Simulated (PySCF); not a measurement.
Compound: C5H4BF3O3.
Z-matrix (Å and degrees, PBE0-D3(BJ)/def2-SVP geometry), rows numbered from 1:
```
O 
C   1  1.1966
C   2  1.5154  1  121.81
O   3  1.2678  2  116.54  1  -179.49
B   4  1.5421  3  123.56  2  -179.49
O   5  1.5448  4  106.98  3    -2.02
C   6  1.2598  5  124.33  4     1.98
C   3  1.3884  2  118.68  1     0.24
C   2  1.5474  1  120.90  3   179.98
F   9  1.3276  2  110.10  1  -119.87
F   9  1.3274  2  110.17  1   119.61
F   9  1.3207  2  109.75  1    -0.16
H   5  1.2137  4  108.29  3  -118.36
H   5  1.2144  4  108.31  3   114.30
H   7  1.1005  6  115.44  5   179.56
H   8  1.0872  3  120.88  2     0.11
```

The closed-shell ground state was solved at several levels (PySCF, density fitting, gas phase, non-relativistic).

| level | basis functions | total energy (Eh) | HOMO (eV) | LUMO (eV) | gap (eV) | dipole (D) |
| --- | --- | --- | --- | --- | --- | --- |
| B3LYP/pcJ-1 | 364 | -743.0099 | -7.26 | -4.15 | 3.11 | 3.64 |
| PBE0/pcSseg-1 | 224 | -742.1574 | -7.44 | -3.96 | 3.48 | 3.61 |
| PBE0/def2-SVPD | 290 | -741.7118 | -7.44 | -4.04 | 3.40 | 3.57 |

(1) Estimate the row for mPW1PW91/pcSseg-2, a basis of 488 functions; the other rows only guide the guess.

(2) How far do the dipole and the HOMO energy spread over the levels?

Results:

(1) Total energy -743.1117 Eh, HOMO -7.45 eV, LUMO -3.97 eV, gap 3.48 eV, dipole 3.56 D.

(2) The dipole runs from 3.56 to 3.64 D (mean 3.60 D) and the HOMO from -7.45 to -7.26 eV.

One conformer stands for the species.
